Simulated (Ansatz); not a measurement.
Geometry optimisation, RKS PBE0-D4/6-31G* (Ansatz 0.2.0).

Input:

```yaml
crystal:
  periodic: [false, false, false]
  atoms:
    - { symbol: Al, position_ang: [-0.026658, -0.142981, -0.078447] }
    - { symbol: F, position_ang: [-0.056433, -0.264008, 1.593947] }
    - { symbol: "N", position_ang: [1.527007, 0.032412, -0.909912] }
    - { symbol: H, position_ang: [1.676676, -0.197292, -1.882326] }
    - { symbol: H, position_ang: [2.402226, 0.198795, -0.435563] }
    - { symbol: "N", position_ang: [-1.564258, -0.257905, -0.94669] }
    - { symbol: H, position_ang: [-2.451286, -0.471366, -0.514531] }
    - { symbol: H, position_ang: [-1.682118, -0.053191, -1.929326] }
    - { symbol: H, position_ang: [0.193876, 2.391191, 0.995738] }
    - { symbol: H, position_ang: [0.126769, 1.847346, 1.448309] }
basis:
  gaussian: { orbitals: "6-31G*" }
hamiltonian:
  xc: pbe0
  dispersion: d4
relax:
  f_tol: 0.03
  max_steps: 50
```

Launched with:

```bash
$ ansatz run input.yaml --threads 1 --pin off --max-ram 2048MiB --backend cpu --events-out ev --progress --plain --runs-dir out
```

Task: Where does it end, and by what steps?

Result: It converged. The force dipped under the threshold on the way, but the program's further checks kept it going. After 15 steps the energy has fallen by 0.073 eV; H9 moved furthest, 0.75 Å.

```csv
step,energy less start (eV),largest force component (eV/Å),accepted
0,0.0000,1.193,yes
1,-0.0486,0.366,yes
2,-0.0571,0.314,yes
3,-0.0611,0.266,yes
4,-0.0648,0.121,yes
5,-0.0668,0.063,yes
6,-0.0701,0.039,yes
7,-0.0695,0.232,no
8,-0.0710,0.045,yes
9,-0.0708,0.261,no
10,-0.0716,0.012,yes
11,-0.0720,0.032,yes
12,-0.0723,0.096,yes
13,-0.0726,0.088,yes
14,-0.0728,0.033,yes
15,-0.0728,0.008,yes
```

```xyz
10
Properties=species:S:1:pos:R:3
Al 0.023 -0.232 -0.176
F 0.040 -0.211 1.484
N 1.571 -0.196 -1.031
H 1.685 -0.196 -2.034
H 2.469 -0.151 -0.571
N -1.541 -0.312 -0.999
H -2.430 -0.345 -0.520
H -1.675 -0.314 -1.999
H 0.004 2.886 1.522
H 0.002 2.155 1.664
```

Whether the end is a true minimum wasn't checked by a vibrational analysis.

The run took 59 s on 1 thread of Arm Neoverse V1 (shared host), peak memory 0.15 GiB.
